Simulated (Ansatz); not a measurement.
`C=C(F)[SiH2]O` + `OCO` → `OCO[SiH2]O` + `C=CF`  (ligand exchange at the Si–C bond)

Gas-phase electronic energies from Ansatz, PBE0-D4/def2-TZVP geometries. CBS: MP2 limit from def2 TZ/QZ plus the TZ coupled-cluster correction, frozen cores. This one scheme is used for every species. One conformer a species, not always the lowest.

| species | HF/def2-TZVPP energy (Eh) |
| --- | --- |
| `C=C(F)[SiH2]O` | -542.02312 |
| `OCO` | -189.99837 |
| `OCO[SiH2]O` | -555.10605 |
| `C=CF` | -176.96262 |

Q: Work out ΔE.

A: ΔE = (-555.10605) + (-176.96262) − (-542.02312) − (-189.99837) = -0.04718 Eh = -1.28 eV. CCSD(T)/CBS gives -1.16 eV.

Largest T1 diagnostic among the species: 0.012.

From PBE to PBE0 (25 % exact exchange), in def2-TZVPP and without D4, ΔE moves by −0.05 eV. In def2-TZVPP, CCSD(T) changes the Hartree–Fock value by +0.10 eV (the triples alone add +0.02 eV) and MP2 by +0.08 eV.
